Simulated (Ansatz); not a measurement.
Calculated with Ansatz (gas phase, PBE0-D4/def2-TZVP geometries, no zero-point term in ΔE). CCSD(T)/CBS adds triple-zeta CCSD(T) − MP2 to the extrapolated MP2 energy (def2 sets, frozen cores). Functionals use def2-TZVPP. B3LYP here is the variant with VWN-RPA as its local correlation; programs differ in this. def2 core potentials past Kr. For In outer-core shells are correlated without core-valence functions, which leaves a few kJ/mol of doubt a bond. One conformer a species, not always the lowest.

`C[O][InH][NH2]` → `NC[O][InH2]`  (isomerisation)

`C[O][InH][NH2]`:

```xyz
10

C     0.347   -0.088    1.652
O     0.515   -1.137    0.742
In    0.090   -0.917   -1.189
N    -0.471    0.976   -1.558
H    -0.704    0.222    1.757
H     0.686   -0.416    2.642
H     0.929    0.807    1.388
H     0.356   -2.219   -2.235
H    -0.789    1.552   -0.794
H    -0.960    1.219   -2.405
```

`NC[O][InH2]`:

```xyz
10

N     0.700   -1.791   -0.175
C     0.498   -0.560    0.528
O     0.445    0.571   -0.307
In   -1.028    1.909   -0.285
H     1.549   -1.740   -0.725
H    -0.064   -1.962   -0.819
H     1.336   -0.437    1.226
H    -0.419   -0.665    1.127
H    -2.280    1.492    0.808
H    -0.739    3.184   -1.377
```

Question: Is it downhill or uphill in electronic energy at CCSD(T)/CBS, and by how much? (Estimate.)

Answer: Ansatz gave: Uphill: ΔE = +53.6 kJ/mol.

Question: What do these levels give: PBE-D4, B3LYP-D4, PBE, r2SCAN, CCSD/def2-TZVPP, MP2/def2-QZVPP? (Best estimate.)

Answer: Computed: PBE-D4 38.3, B3LYP-D4 43.3, PBE 38.2, r2SCAN 42.6, CCSD/def2-TZVPP 46.2, MP2/def2-QZVPP 57.9 kJ/mol.

Largest T1 diagnostic among the species: 0.016.

In def2-TZVPP, CCSD(T) changes the Hartree–Fock value by +5.1 kJ/mol (the triples alone add +0.4 kJ/mol) and MP2 by +12.1 kJ/mol.
